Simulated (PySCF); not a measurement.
## UHF on Zn³⁺ (zinc, charge +3)

Configuration: [Ar] 3d9, 2D determinant. Computed with PySCF 2.14 in aug-cc-pVTZ-DK (8s7p5d3f2g, 93 functions), with scalar relativity by spin-free X2C-1e.

```
Total energy                                                  : -1792.002595 hartree
One-electron energy                                           : -2459.7183 hartree
Hartree (Coulomb) energy                                      : 737.3762 hartree
Exchange energy                                               : -69.6605 hartree
⟨S²⟩                                                          : 0.7510
⟨L²⟩                                                          : 6.011
Sum of ⟨r⟩                                                    : 14.62 bohr
Sum of ⟨r²⟩                                                   : 12.44 bohr²
Traceless quadrupole moment −½Σ⟨3z² − r²⟩ along its main axis : -0.243 e·bohr²
Langevin diamagnetic susceptibility                           : -9.86 ×10⁻⁶ cm³/mol
```

| shell | electrons | mean orbital energy (hartree) | spread (hartree) | rms radius, mean of both spins (bohr) |
| --- | --- | --- | --- | --- |
| 1s α | 1 | -359.11795 | 0 | 0.0580 |
| 1s β | 1 | -359.11685 | 0 | 0.0580 |
| 2s α | 1 | -46.93356 | 0 | 0.244 |
| 2s β | 1 | -46.88693 | 0 | 0.244 |
| 2p α | 3 | -40.74308 | 0.05049 | 0.219 |
| 2p β | 3 | -40.69710 | 0.00204 | 0.219 |
| 3s α | 1 | -7.39503 | 0 | 0.727 |
| 3s β | 1 | -7.28038 | 0 | 0.727 |
| 3p α | 3 | -5.47647 | 0.09687 | 0.766 |
| 3p β | 3 | -5.33968 | 0.06600 | 0.766 |
| 3d α | 5 | -2.33905 | 0.11693 | 0.910 |
| 3d β | 4 | -2.27298 | 0.09044 | 0.910 |

Densities and radii are taken from the X2C orbitals without a picture-change correction, which distorts them close to the nucleus.

Spin-orbit constants ζ (cm⁻¹) from the X2C one-electron operator on these orbitals: bare nucleus, nucleus screened by l(l+1)(2l+1)/3 electrons, and screened by the Breit-Pauli mean field of the electrons.

| shell | bare | screened nucleus | mean field |
| --- | --- | --- | --- |
| 2p | 133800 | 124900 | 120900 |
| 3p | 17290 | 16130 | 15510 |
| 3d | 1831 | 1220 | 1119 |

To first order the Landé constant is A = -1119 cm⁻¹, so the lowest level has J = 5/2 and lies 0.139 eV below the centre of the term.
